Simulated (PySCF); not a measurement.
BrGaH₃NO. Atoms are numbered in the order given.

```xyz
7

Ga    -0.7248     0.1343     0.2096
Br     1.4523    -0.2821    -0.4195
O     -1.3692    -0.5711     1.7148
H     -0.7298    -1.1104     2.1975
N     -1.7740     1.2136    -0.7791
H     -2.7620     1.3357    -0.5870
H     -1.4999     1.5605    -1.6905
```

Geometry optimised at B3LYP-D3(BJ)/def2-SVP. The structure was generated by enumeration; whether it is a known compound was not checked. Other conformers were not sampled.

These are PySCF with PBE/def2-TZVP values and carry that method's errors.

Gas-phase values at a fixed geometry.

Computed frontier levels, gap, dipole moment and polarisability:
```yaml
highest_occupied_level: -6.31 eV
lowest_empty_level: -1.83 eV
orbital_gap: 4.48 eV
dipole_moment: 1.20 D
quadrupole, principal values (traceless, Buckingham form, about the centre of nuclear charge): -7.19, -2.66, 9.85 D·Å
mean_static_polarisability: 59.2 bohr³ (8.78 Å³)
polarisability_principal_values: 43.8, 59.7, 74.3 bohr³
```
